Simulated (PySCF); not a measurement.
C₃H₇BFN, SMILES CB(/C=C\F)N. Atoms are numbered in the order given.

```xyz
13

C     -0.4769    -2.3925     0.0000
B      0.0519    -0.8958     0.0000
N      1.4266    -0.6207     0.0000
C     -1.0010     0.2856     0.0000
C     -0.7418     1.5917     0.0000
F      0.5119     2.0874     0.0000
H     -1.1165    -2.5711     0.8821
H     -1.1165    -2.5711    -0.8821
H      0.3228    -3.1507     0.0000
H      1.7995     0.3199     0.0000
H      2.1254    -1.3528     0.0000
H     -2.0716     0.0499     0.0000
H     -1.4777     2.4043     0.0000
```

Coordinates come from a ωB97X-D3(BJ)/def2-SVP optimisation. The structure was generated by enumeration; whether it is a known compound was not checked. One conformer was computed; it need not be the lowest.

Level of theory: r2SCAN/def2-TZVP run with PySCF.

The molecule is in vacuum.

```
Quantity                                                                                                       Result
---------------------------------------------------------------------------------------------  ----------------------
total energy                                                                                       -297.97459 hartree
point group                                                                                                        Cs
highest occupied level                                                                                       -6.36 eV
lowest empty level                                                                                           -1.31 eV
orbital gap                                                                                                   5.04 eV
dipole moment                                                                                                  0.13 D
quadrupole, principal values (traceless, Buckingham form, about the centre of nuclear charge)  -5.03, -3.81, 8.84 D·Å
mean static polarisability                                                                       60.0 bohr³ (8.88 Å³)
polarisability, principal values                                                               42.5, 62.3, 75.1 bohr³
```
